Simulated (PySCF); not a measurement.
# Electron correlation in Pt²⁺ (platinum, charge +2)

[Xe] 4f14 5d8, high-spin 3F determinant. Calculation: PySCF 2.14, in def2-QZVPPD with the def2 core potential (60 electrons) (7s5p4d4f2g, 88 functions); a scalar-relativistic core potential. Frozen: nothing; 16 electrons correlated.

```csv
level,correlation energy (mhartree)
CCSD,-469.06
(T),-12.25
CCSD(T),-481.31
```

Diagnostics: T1 = 0.0045, D1 = 0.0082, largest double amplitude 0.029.

**Question.** Is a single reference adequate?

**Answer.** Yes, within this model without spin-orbit coupling: T1 lies below 0.03 and no double amplitude reaches 0.07.

The basis has no tight functions for the innermost shells, so their pair energies are far from complete.

This basis was not built for core-valence correlation, so the inner-shell part is incomplete.
